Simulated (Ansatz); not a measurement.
One geometry of the cluster Si4Cl2, several levels of theory.

```yaml
crystal:
  periodic: [false, false, false]
  atoms:
    - {symbol: Si, position_ang: [-0.434160, -1.544449, -1.669031]}
    - {symbol: Si, position_ang: [0.511023, 0.887764, 0.475952]}
    - {symbol: Si, position_ang: [2.203030, 2.330222, 0.602498]}
    - {symbol: Si, position_ang: [-1.125856, -0.712897, 0.330523]}
    - {symbol: Cl, position_ang: [-1.763632, -1.700038, 2.055649]}
    - {symbol: Cl, position_ang: [0.609584, 0.739408, -1.795591]}
basis:
  gaussian: {orbitals: def2-TZVP, initial_orbitals: start.molden}
hamiltonian: {xc: r2scan, dispersion: d4}
scf: {omitted_lower_state_checks: [starts]}
output: {orbitals: {seedname: orbitals}}
```

The file start.molden holds the orbitals of an earlier run on this structure, at another level or in another basis.

```sh
$ ansatz run in.yaml --threads 4 --pin off --events-out ev --progress --plain --max-ram 4787MiB
```

Output, abridged:

```
Functional definition: r2SCAN
1520 factors; their error is unknown
mean field evaluation 1: about -56550.5159 eV, gradient 1.2e1 eV
mean field evaluation 2: about -56550.5841 eV, gradient 1.9e-1 eV
mean field evaluation 4: about -56550.5574 eV, gradient 5.8e-2 eV
mean field evaluation 8: about -56550.5574 eV, gradient 1.3e-5 eV
mean field -56550.55739777 eV, -2078.1946530237 hartree, gradient 1.3e-5 eV, S^2 0.000000; 0 other end points of the search recorded, 0 dependent functions left out
reference -56550.55740913 eV, -2078.1946534410 hartree; 45, 45 occupied and 177, 177 virtual orbitals, 1520 factors
Total energy: -56550.65180147 eV, -2078.1981222957 hartree
Checks for a lower state left out: starts
```

It took 11 s on 4 threads of Arm Neoverse N1 on a shared host.

The first input with `hamiltonian: {xc: pbe0, dispersion: d4}` (abridged; 11 s):

```
Functional definition: PBE0
mean field -56533.73358104 eV, -2077.5763891623 hartree, gradient 2.6e-5 eV, S^2 0.000000
Total energy: -56534.10639766 eV, -2077.5900899203 hartree
Checks for a lower state left out: starts
```

The first input with `gaussian: {orbitals: def2-TZVPP, initial_orbitals: start.molden}`, `correlation: {method: ccsd_t}` and without the key `hamiltonian` (abridged; 3.9 min):

```
Functional definition: HF
mean field evaluation 16: about -56441.1647 eV, gradient 1.8e1 eV
mean field evaluation 32: about -56449.9253 eV, gradient 6.8e0 eV
mean field evaluation 64: about -56436.2026 eV, gradient 4.4e1 eV
mean field evaluation 96: about -56447.7940 eV, gradient 4.9e0 eV
mean field -56455.03003259 eV, -2074.6840871039 hartree, gradient 3.6e-6 eV, S^2 0.000000; 1 other end points of the search recorded, 0 dependent functions left out; unrestricted orbitals would lower it
determinant -56455.03003259 eV, -2074.6840871039 hartree, with singles and doubles -56478.47092901 eV, -2075.5455241585 hartree
determinant -56453.40489569 eV, -2074.6243644246 hartree, with singles and doubles -56477.01695282 eV, -2075.4920915192 hartree
30 core orbitals not correlated: weight in the atoms' cores, before any rotation towards them, 1.000 or more for the frozen orbitals, at most 0.000 for the correlated occupied ones
second order -21.53665976 eV of doubles, -0.00000000 eV of singles
cycle   1  -23.20059726 eV  change   -7.7e-1 eV  update   3.1e-2
cycle   2  -23.25764166 eV  change   -5.7e-2 eV  update   7.2e-3
cycle   3  -23.25396007 eV  change    3.7e-3 eV  update   4.1e-3
cycle   4  -23.25717284 eV  change   -3.2e-3 eV  update   2.4e-3
cycle   5  -23.25839644 eV  change   -1.2e-3 eV  update   1.7e-3
cycle   6  -23.25810413 eV  change    2.9e-4 eV  update   1.0e-3
cycle   7  -23.25832250 eV  change   -2.2e-4 eV  update   7.6e-4
cycle   8  -23.25852533 eV  change   -2.0e-4 eV  update   6.3e-4
cycle   9  -23.25841966 eV  change    1.1e-4 eV  update   4.8e-4
cycle  10  -23.25821895 eV  change    2.0e-4 eV  update   3.5e-4
cycle  11  -23.25828088 eV  change   -6.2e-5 eV  update   2.4e-4
cycle  12  -23.25833577 eV  change   -5.5e-5 eV  update   1.5e-4
cycle  13  -23.25839697 eV  change   -6.1e-5 eV  update   8.9e-5
cycle  14  -23.25839873 eV  change   -1.8e-6 eV  update   5.6e-5
cycle  15  -23.25837524 eV  change    2.3e-5 eV  update   3.1e-5
perturbative correction -1.50031333 eV, -0.0551354981 hartree
Total energy: -56479.78872116 eV, -2075.5939521270 hartree
Checks for a lower state left out: starts
```

As the first input, with `hamiltonian: {xc: {name: CAM-B3LYP}, dispersion: d4}` (abridged; 12 s):

```
Functional definition: CAM-B3LYP
mean field -56555.68661050 eV, -2078.3831481148 hartree, gradient 2.3e-5 eV, S^2 0.000000
Total energy: -56556.08432988 eV, -2078.3977640323 hartree
Checks for a lower state left out: starts
```

As the first input, with `hamiltonian: {xc: {name: B3LYP}, dispersion: d4}` (abridged; 8.5 s):

```
Functional definition: B3LYP
mean field -56557.68804465 eV, -2078.4566994629 hartree, gradient 1.5e-5 eV, S^2 0.000000
Total energy: -56558.40321357 eV, -2078.4829814360 hartree
Checks for a lower state left out: starts
```

First input, but with `hamiltonian: {xc: pbe, dispersion: d4}`, `output: {forces: true, orbitals: {seedname: orbitals}}` (abridged; 5.5 s):

```
Functional definition: PBE
mean field -56529.49085610 eV, -2077.4204718966 hartree, gradient 2.5e-5 eV, S^2 0.000000
Total energy: -56529.92021774 eV, -2077.4362506457 hartree
Atom 0 force     0.213569     0.323426    -0.113348 eV/Å
Atom 1 force    -0.071674    -0.068456    -0.147698 eV/Å
Atom 2 force     0.032995     0.005800    -0.065619 eV/Å
Atom 3 force     0.001544    -0.021556     0.214106 eV/Å
Atom 4 force     0.044414     0.114746    -0.194225 eV/Å
Atom 5 force    -0.220848    -0.353960     0.306784 eV/Å
Dipole moment:     0.116087     0.068695     0.025379 e Å
Checks for a lower state left out: starts
```

Geometry: B3LYP-D4/def2-SVP.

B3LYP takes the VWN-RPA correlation. Correlated methods freeze 30 core orbitals. The restricted singlet is unstable towards broken spin symmetry in Hartree–Fock (as tested in another run); at r2SCAN-D4/def2-TZVP, PBE0-D4/def2-TZVP, CAM-B3LYP-D4/def2-TZVP, B3LYP-D4/def2-TZVP and others this wasn't settled. At CCSD(T)/def2-TZVPP T1 of the charge 0 singlet is large (up to 0.022), so the single-reference result is doubtful. At CCSD(T)/def2-TZVPP the restricted singlet (for correlated methods, its reference) is unstable: a solution with broken spin symmetry lies lower. Another isomer (singlet) lies 2.26 eV lower at PBE0-D4/def2-TZVP; other spin states weren't run for this one.
